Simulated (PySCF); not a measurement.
Electronic absorption of C9H7N

Species: C₉H₇N.
SMILES: `C=Cc1ccccc1C#N`

Computed with TDDFT CAM-B3LYP/def2-SVPD, vertical, gas phase, core orbitals frozen in the response in PySCF 2.14.0, density-fitted response routines. Isolated species at its PBE0-D3(BJ)/def2-SVP geometry (one conformer only). Torsions of this conformer, `[CH2:1]=[CH:2][c:3]1[cH:4][cH:5][cH:6][cH:7][c:8]1[C:9]#[N:10]`: C1–C2–C3–C4 11°.

```
state  λ (nm)  E (eV)       f  main configurations (H = HOMO, L = LUMO)
   S1   259.7    4.77   0.068       H→L+1 (35%), H→L (31%), H-1→L (26%)
   S2   247.9    5.00   0.275        H→L (60%), H→L+1 (26%), H-1→L (9%)
   S3   214.8    5.77   0.393                  H-1→L (58%), H→L+1 (35%)
   S4   200.7    6.18   0.355                             H-1→L+1 (84%)
   S5   189.4    6.55  0.0003                H-3→L (70%), H-3→L+1 (16%)
   S6   179.9    6.89   0.012                   H→L+2 (69%), H→L+3 (9%)
   S7   177.8    6.97  0.0057   H→L+6 (22%), H-1→L+6 (19%), H→L+2 (17%)
   S8   177.2    7.00   0.013                               H-2→L (64%)
   S9   172.3    7.20  0.0038   H-5→L (43%), H-3→L+1 (18%), H-6→L (13%)
  S10   168.0    7.38  0.0023                H→L+3 (64%), H-1→L+2 (15%)
```

Triplets, Tamm–Dancoff:

```csv
state,E (eV),λ (nm),"main configurations (H = HOMO, L = LUMO)"
T1,3.12,397.3,H→L (78%)
T2,4.02,308.7,"H-1→L (43%), H-1→L+1 (26%), H→L+1 (18%)"
T3,4.21,294.5,"H→L+1 (50%), H-1→L+1 (28%), H→L (13%)"
T4,4.69,264.1,"H-1→L (47%), H-2→L (15%), H-1→L+1 (14%)"
```

The lowest singlet comes at 260 nm (461 kJ/mol) in the ultraviolet; it is of moderate strength; its leading configuration is HOMO→LUMO+1 (35%). The strongest level in the table is S3 at 5.77 eV (215 nm, f = 0.393). Löwdin shares by element: HOMO carbon 63% or more (atoms not listed hold the other 37%); LUMO carbon 52% or more (atoms not listed hold the other 48%). The listed states span 2.61 eV, and the widest gap between neighbours is 0.77 eV (S2 to S3). The oscillator strengths of these states sum to 1.128; summed over the whole spectrum of an exact calculation they would give the number of electrons, 68 (Thomas–Reiche–Kuhn). Weighted by f, the mean energy of these states is 5.69 eV. All these states lie below the vertical ionisation energy of 8.94 eV (ΔSCF). The window holds the lowest 10 singlets.
